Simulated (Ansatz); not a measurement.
Molecule: C6H13 (charge 0, doublet). It need not be the lowest isomer of its formula. 
Geometry from a B3LYP-D3(BJ)/def2-TZVP (Ansatz, a quantum-chemistry and plane-wave program) optimisation:
SMILES: C(C([CH2])(C)C)C
```xyz
19

C     -1.2538    -0.5478     0.8688
C     -0.3047     0.3034     0.0899
C      0.6488     1.0429     1.0399
C     -1.1161     1.3529    -0.7073
C      0.4817    -0.5571    -0.9266
C      1.3727    -1.6374    -0.3204
H     -1.8071    -1.3392     0.3790
H     -1.5327    -0.2890     1.8816
H      0.0890     1.7060     1.7027
H      1.3600     1.6524     0.4777
H      1.2126     0.3491     1.6635
H     -0.4439     1.9954    -1.2830
H     -1.8031     0.8680    -1.4029
H     -1.7012     1.9843    -0.0369
H     -0.2425    -1.0247    -1.6012
H      1.0876     0.1118    -1.5457
H      2.1817    -1.2090     0.2731
H      0.8001    -2.3020     0.3295
H      1.8283    -2.2451    -1.1042
```
Charge 0, spin multiplicity 2.

Total electronic energies in hartree. Correlated levels leave the core frozen unless marked. UHF or UKS for open shells. No spin-orbit coupling. Non-relativistic. CBS marks a two-point X^-3 extrapolation of the correlation energy; Hartree-Fock from the larger set. [CCSD(T)-MP2]/basis is that difference in the basis named.

| level | program | energy (Eh) |
|---|---|---|
| RI-HF/cc-pVQZ | Ansatz | -234.82976 |
| PBE/def2-TZVPD | Ansatz | [?] |
| revPBE-D4/def2-TZVPD | Ansatz + dftd4 | -236.46114 |
| revPBE/def2-TZVPD | Ansatz | -236.41010 |
| PBE0-D4/def2-TZVP | Ansatz + dftd4 | [?] |
| BHLYP-D3(BJ)/def2-TZVPD | Ansatz + dftd3 | [?] |
| r2SCAN0-D4/def2-TZVPD | Ansatz + dftd4 | -236.33260 |
| CAM-B3LYP/def2-TZVPD | Ansatz | -236.34749 |
| RI-MP2/cc-pVQZ | Ansatz | -235.92864 |
| SCS-MP2/cc-pVDZ | Ansatz | -235.59868 |
| CCSD/cc-pwCVTZ | Ansatz | -235.93230 |
| CCSD(T)/cc-pVTZ | Ansatz | -235.96456 |
| CCSD(T) with core electrons/cc-pwCVTZ | Ansatz | -236.26781 |
| RI-MP2/CBS(cc-pVTZ,cc-pVQZ)+[CCSD(T)-MP2]/cc-pVDZ | Ansatz | -236.0886 |
| RI-MP2/CBS(cc-pVTZ,cc-pVQZ)+[CCSD(T)-MP2]/cc-pVTZ | Ansatz | -236.0883 |

**Question.** Fill in the missing entries.

**Answer.** 
- PBE/def2-TZVPD, energy (Eh): -236.14383
- PBE0-D4/def2-TZVP, energy (Eh): -236.20699
- BHLYP-D3(BJ)/def2-TZVPD, energy (Eh): -236.35793
